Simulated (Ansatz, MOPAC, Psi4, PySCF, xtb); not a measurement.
Complex: HBr (SMILES Br) (first 2 atoms) with H4OSi (SMILES O[SiH3]); geometry from B3LYP-D3(BJ)/def2-TZVP, rigid monomers moved along the line of their centres of mass till H2···O3 is 2.64 Å.
(charge 0, multiplicity 1):
```xyz
8

Br    -0.6094    -1.1556    -0.0208
H     -0.1549    -0.4227     1.1354
O      0.5446     0.7569     3.3881
Si     0.0397     0.3909     4.9328
H      1.2293     1.4190     3.2613
H      1.1684    -0.1164     5.7463
H     -0.9900    -0.6487     4.7609
H     -0.5273     1.5885     5.5943
```

Monomers are frozen at their geometry in the pair; levels with a basis set take the counterpoise correction. Rows marked so take none.

Cores are frozen in the correlated methods. Filled d and f shells under p-block atoms count as core. Rows in 6-31G*, STO-3G carry no dispersion term and start afresh at each structure (6-31G* with six Cartesian d functions); the Pople sets are all-electron and without relativity. MP2/6-31G* freezes PySCF's default core, which leaves 3d correlated. The state reached by PM3 isn't checked.

Run with Ansatz (a quantum-chemistry and plane-wave program); MOPAC for PM3 (differences of heats of formation); Psi4 for SAPT; PySCF for 6-31G* rows, STO-3G rows, the dispersion terms; xtb for the GFN methods. 

```csv
level,interaction energy (meV)
PM3,-97.3
GFN2-xTB,-153.9
HF/STO-3G (no counterpoise),-91.1
HF/6-31G*,-113.0
B3LYP-D3(BJ)/def2-TZVPPD,-125.0
PBE0-D3(BJ)/def2-TZVPPD,-128.7
MP2/6-31G* (no counterpoise),-161.2
CCSD(T)/def2-SVPD,-116.8
SAPT0/aug-cc-pVDZ,(withheld)
```

**Question.** Complete the blanks.

**Answer.** 
- SAPT0/aug-cc-pVDZ, interaction energy (meV): -136.5
